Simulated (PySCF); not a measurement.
SbH2(vinyl), C2H5Sb.
Structure used (PBE0-D3(BJ)/def2-SVP), in Å, numbered top down from 1:
```
atom  x, y, z in Å
Sb1    0.753    1.335    0.780
H2     2.151    1.395   -0.220
H3     0.017    2.576   -0.158
C4    -0.159   -0.258   -0.342
C5    -0.659   -1.340    0.258
H6    -0.210   -0.168   -1.433
H7    -0.634   -1.473    1.346
H8    -1.121   -2.152   -0.316
```

Method: PySCF, PBE0-D3(BJ)/def2-SVP geometry optimisation, gas phase, def2 core potentials past Kr.

Question: Which atoms are bound to Sb1, and at what distances?

Answer: 3 atoms: H2 1.720 Å, H3 1.720 Å, C4 2.152 Å. The nearest atom not counted as bound is H6, at 2.84 Å.

Question: List the angles at Sb1.

Answer: 
| angle | degrees | distance of the outer atoms (Å) |
| --- | --- | --- |
| H3–Sb1–C4 | 93.9 | 2.85 |
| H2–Sb1–C4 | 93.9 | 2.84 |
| H2–Sb1–H3 | 90.3 | 2.44 |

Question: What is the shape at Sb1?

Answer: Pyramidal: angles 93.9°, 93.9° and 90.3°, sum 278.1°, 1.01 Å off the plane of its three neighbours.

Question: What are the other bond lengths?

Answer: C4–C5 1.334 Å; C4–H6 1.096 Å; C5–H7 1.096 Å; C5–H8 1.097 Å.

Question: Give some angles away from the centre.

Answer: Sb1–C4–C5 121.7°.

Question: What are the rotational constants (commonest isotopes, rigid rotor)?

Answer: A = 32849, B = 3067, C = 2902 MHz: a near-prolate asymmetric top.

Point group: near Cs, missed by 0.11 Å at most; the miss may be what the optimiser left on a soft mode. Charge 0, singlet. No frequency check.

One conformer stands for the species.
